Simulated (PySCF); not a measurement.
Gas-phase reaction: 3 WF4NH + 6 F → 3 WF6 + N2 + NH3

Method: PySCF energies (xtb for GFN2) plus ideal-gas RRHO corrections (1 bar). † marks an energy on the PBE0/def2-TZVP geometry and frequencies; other levels use their own. MP2 and CCSD(T) freeze the core. Open shells (unrestricted): F (multiplicity 2); the rest are closed-shell singlets. GFN2 has no spin-polarisation term. Spin-orbit splitting is ignored; it lowers the true energy and changes the entropy of F. W: scalar-relativistic def2 core potential, no spin-orbit coupling. WF4NH: computed as isolated molecules; such fragments, hydroxides, amides, oligomers or adducts are transient or little studied in the gas. MP2 isn't extrapolated to the basis-set limit. CCSD(T) isn't extrapolated to the basis-set limit. Warning, large T1 diagnostic: WF6 (CCSD(T)/def2-SVP†).

```json
[
 {"level": "BLYP/def2-TZVP†", "ΔH°(298 K), kJ": "[?]"},
 {"level": "CCSD(T)/def2-SVP†", "ΔH°(298 K), kJ": "[?]"},
 {"level": "GFN2-xTB", "ΔH°(298 K), kJ": "-2929"},
 {"level": "MP2/def2-SVP†", "ΔH°(298 K), kJ": "[?]"},
 {"level": "MP2/def2-TZVPP†", "ΔH°(298 K), kJ": "-2335"},
 {"level": "PBE0/def2-SVP†", "ΔH°(298 K), kJ": "-2283"},
 {"level": "PBE0/def2-TZVP", "ΔH°(298 K), kJ": "[?]"},
 {"level": "LDA/def2-TZVP†", "ΔH°(298 K), kJ": "-2885"},
 {"level": "ωB97X-V/def2-TZVP†", "ΔH°(298 K), kJ": "-2363"}
]
```

Q: What belongs in the gaps?

A: 
- BLYP/def2-TZVP†, ΔH°(298 K), kJ: -2424
- CCSD(T)/def2-SVP†, ΔH°(298 K), kJ: -2157
- MP2/def2-SVP†, ΔH°(298 K), kJ: -2241
- PBE0/def2-TZVP, ΔH°(298 K), kJ: -2284
